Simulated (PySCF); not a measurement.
CH2F, SMILES [CH2]F (connectivity only; charge and spin as stated), charge +1, multiplicity 1. Geometry optimised at B3LYP-D3(BJ)/def2-TZVPD. The spin state was assumed, not searched. The isomer is the one that the SMILES or the coordinates give; other isomers of the formula were not compared.

TDDFT-LC-ωPBE/def2-TZVPD (PySCF) puts the lowest singlet excitations at 5.29, 10.37, 10.49, 11.18, 12.97, 13.83 eV and the lowest triplet (TDA) at 4.47 eV.

Task: What are the lowest singlet roots from EOM-CCSD/aug-cc-pVDZ in PySCF? (The exact figures need the calculation; the answer reports its results.)

Result: 5.58, 10.80, 10.84, 10.86, 13.17, 13.98 eV; triplets 5.05, 8.45, 9.63 eV. S1 differs by 0.29 eV (second minus first; roots are paired by order, and the bases may differ).
